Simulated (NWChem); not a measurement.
Molecule: AlAsH$_{4}$; SMILES [AsH2][AlH2]

Results from NWChem. Coordinates come from a PBE0/def2-SVP optimisation.

Diagonal of the polarisability tensor at CAM-B3LYP/def2-SVPD, static: 60.18, 82.89, 54.79 bohr³.

Find the mean polarisability volume, the molar refraction, and the refractive index that an ideal gas of it would have at 273.15 K and 1 atm.


1. Mean: one third of the trace = 65.95 bohr³ × 0.14818 Å³/bohr³ = 9.77 Å³.
2. Molar refraction (Lorentz-Lorenz): (4π/3) N_A α = 24.7 cm³/mol.
3. Number density p/kT = 2.687 × 10⁻⁵ Å⁻³; n − 1 = 2π N α = 16.50 × 10⁻⁴.
4. These hold the electronic response alone: vibrational and orientational terms add to the static dielectric constant.
